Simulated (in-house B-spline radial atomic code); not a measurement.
Configurations of Re V (Re4+), with energies counted from [Xe] 4f14 (5d3/2)3. Computed with a radial B-spline atomic code at the basis-set limit: Dirac-Hartree-Fock, average of each configuration as written, Fermi nucleus of rms radius 5.3698 fm. Energies include first-order Breit, QED and recoil terms.

Occupations are held fixed; configurations that lie above the ionisation limit could autoionise.

```csv
configuration,E - E(ref) (eV),highest orbital,its <r> (bohr)
[Xe] 4f14 (5d3/2)1 (5d5/2)2,2.513,5d5/2,1.612
[Xe] 4f14 (5d3/2)1 (5d5/2)1 (8f5/2)1,46.354,8f5/2,13.04
[Xe] (4f5/2)6 (4f7/2)7 (5d3/2)1 (5d5/2)2 (6p3/2)1,63.956,6p3/2,2.853
[Kr] 4d10 4f14 5s2 (5p1/2)2 (5p3/2)3 (5d3/2)3 (7g9/2)1,87.491,7g9/2,12.6
[Xe] (4f5/2)6 (4f7/2)7 (5d3/2)3 (9d5/2)1,88.448,9d5/2,13.42
[Xe] (4f5/2)6 (4f7/2)7 (5d5/2)3 9s1,90.191,9s1/2,10.26
```

Order these further configurations by energy, lowest first.
A. [Kr] 4d10 4f14 5s2 (5p1/2)2 (5p3/2)3 (5d3/2)2 (5d5/2)1 (5f7/2)1
B. [Kr] 4d10 4f14 5s2 (5p1/2)1 (5p3/2)4 (5d3/2)1 (5d5/2)2 6s1
C. [Kr] 4d10 4f14 5s2 (5p1/2)1 (5p3/2)4 (5d3/2)2 (5d5/2)1 (9g7/2)1
D. [Kr] 4d10 4f14 5s2 (5p1/2)1 (5p3/2)4 (5d3/2)1 (5d5/2)2 7s1
E. [Xe] 4f14 (5d3/2)2 (5d5/2)1

E (1.3995 eV), B (65.241 eV), A (74.484 eV), D (86.442 eV), C (105.57 eV).

How far above the reference does [Xe] 4f14 (5d3/2)1 (5d5/2)1 (9f7/2)1 lie?

48.062 eV; its least bound orbital is 9f7/2 with <r> = 17.51 bohr.
